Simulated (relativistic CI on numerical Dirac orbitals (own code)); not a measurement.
**Radial parameters of Hg68+**

Method of calculation: Dirac-Coulomb-Breit CI, orbitals from a KLI potential per configuration, model QED (radiative potential, 1s self-energy scaled to tabulated hydrogen-like ionisation energies), unscaled Slater integrals (own radial code, finite nucleus).

Slater integrals F^k, G^k are unscaled and averaged over j, outside the closed core [Ne]; ζ comes from projecting the Hamiltonian with its Breit term on Σ l·s of the shell.

- 3s3p: G^1(3s,3p) = 759960, ζ(3p) = 2.8841e+06 cm⁻¹; <r>(3s) = 0.1652, <r^2>(3s) = 0.03125, <r>(3p) = 0.1626, <r^2>(3p) = 0.03069 (bohr units).
- 3p²: F^2(3p,3p) = 596200, ζ(3p) = 2.884e+06 cm⁻¹; <r>(3p) = 0.1627, <r^2>(3p) = 0.03072 (bohr units).
- 3s3d: G^2(3s,3d) = 479830, ζ(3d) = 385960 cm⁻¹; <r>(3s) = 0.1652, <r^2>(3s) = 0.03127, <r>(3d) = 0.1442, <r^2>(3d) = 0.02394 (bohr units).

Averages of the first 10 configurations, taken without configuration mixing, which lowers the lowest level and can move excited configurations by several eV; other configurations of the list can lie among them:

```csv
Configuration,Parity,States,Average energy above the lowest level (eV)
3s²,even,1,4.2
3s3p,odd,12,532.0
3p²,even,15,1086.1
3s3d,even,20,1008.3
3d²,even,45,2026.3
3p3d,odd,60,1551.1
3p4s,odd,12,4431.2
3d4s,even,20,4893.5
3s4s,even,4,3885.7
3s4p,odd,12,4111.1
```
